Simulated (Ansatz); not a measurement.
Consider the redistribution: `O[SiH2]S[SiH](Cl)Cl` + `F[SiH2]N[SiH](F)F` → `F[SiH](F)N[SiH](Cl)Cl` + `O[SiH2]S[SiH2]F`.

Calculated with Ansatz (gas phase, PBE0-D4/def2-TZVP geometries, no zero-point term in ΔE). CBS: MP2 limit from def2 TZ/QZ plus the TZ coupled-cluster correction, frozen cores. DFT in def2-TZVPP. One conformer a species, not always the lowest.

`O[SiH2]S[SiH](Cl)Cl`:

Z-matrix (Å, degrees):
```
Si
S 1 2.156
O 1 1.633 2 112.9
H 1 1.486 2 106.7 3 -123.6
H 1 1.475 2 106.1 3 116.5
Si 2 2.103 1 96.4 3 88.5
H 3 0.960 1 116.9 2 -60.0
Cl 6 2.060 2 111.2 1 -53.7
Cl 6 2.035 2 108.1 1 -173.0
H 6 1.473 2 113.6 1 66.0
```

`F[SiH2]N[SiH](F)F`:

```xyz
10

F    -2.529    0.489    0.437
Si   -1.256    0.795   -0.477
N    -0.095   -0.465   -0.389
Si    1.290   -0.557    0.591
F     1.268   -1.872    1.476
F     2.600   -0.688   -0.292
H    -0.630    2.031    0.037
H    -1.754    0.908   -1.863
H    -0.282   -1.274   -0.970
H     1.389    0.630    1.449
```

`F[SiH](F)N[SiH](Cl)Cl`:

Z-matrix (Å, degrees):
```
Si
F 1 1.586
N 1 1.708 2 105.6
F 1 1.583 2 107.3 3 118.9
H 1 1.466 2 109.7 3 -124.4
Si 3 1.706 1 130.0 2 -177.1
H 3 1.013 1 114.2 2 2.7
Cl 6 2.041 3 110.6 1 124.3
Cl 6 2.039 3 106.3 1 4.6
H 6 1.472 3 114.0 1 -115.6
```

`O[SiH2]S[SiH2]F`:

Cartesian coordinates in Å:
```
O 1.692 -0.962 -0.995
Si 1.288 -0.384 0.484
S 0.159 1.436 0.387
Si -1.717 0.593 -0.122
F -2.523 0.172 1.190
H 2.174 -0.384 -1.590
H 0.491 -1.456 1.114
H 2.482 -0.023 1.286
H -2.504 1.636 -0.815
H -1.542 -0.628 -0.938
```

```tsv
level	ΔE (kJ/mol)
r2SCAN-D4	4.7
SCS-MP2/def2-TZVPP	6.4
```

Q: What does CCSD(T)/CBS give? (Best estimate.)

A: Computed: +6.9 kJ/mol. The listed levels differ from it by -2.2, -0.5 kJ/mol.

Largest T1 diagnostic among the species: 0.012.

In def2-TZVPP, CCSD(T) changes the Hartree–Fock value by +6.4 kJ/mol (the triples alone add +1.5 kJ/mol) and MP2 by +8.5 kJ/mol.
